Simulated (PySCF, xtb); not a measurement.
C2H7Si, SMILES C[SiH]C (connectivity only; charge and spin as stated), charge +1, multiplicity 1.

GFN2-xTB (xtb) at its own geometry gives an orbital gap of 4.20 eV.

Coordinates come from a PBE0-D3(BJ)/def2-SVP optimisation. The multiplicity is an assumed one; other spin states were not compared. The isomer is the one that the SMILES or the coordinates give; other isomers of the formula were not compared.

Q: What does PySCF with ωB97X/def2-TZVPD give? (The exact figures need the calculation; the answer reports its results.)

A: gap 11.72 eV (levels -17.70 and -5.98 eV).
